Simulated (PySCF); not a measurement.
MgHCl, SMILES [MgH][Cl].

The structure is a stationary point at r2SCAN-D4/def2-TZVPD.

Level of theory: PBE0/def2-TZVPD (PySCF).

The molecule is in vacuum.

Estimate the frontier levels, gap, dipole moment and polarisability. (An estimate is asked for; the answer gives what the named calculation found.)


The highest occupied level is -8.28 eV. The lowest empty level is -1.03 eV, the orbital gap comes out as 7.25 eV and the dipole moment is 1.61 D. The quadrupole, principal values (traceless, Buckingham form, about the centre of nuclear charge) is -10.71, 5.36, 5.36 D·Å, the mean static polarisability is 42.3 bohr³ (6.27 Å³) and the polarisability, principal values comes out as 38.2, 38.2, 50.5 bohr³.
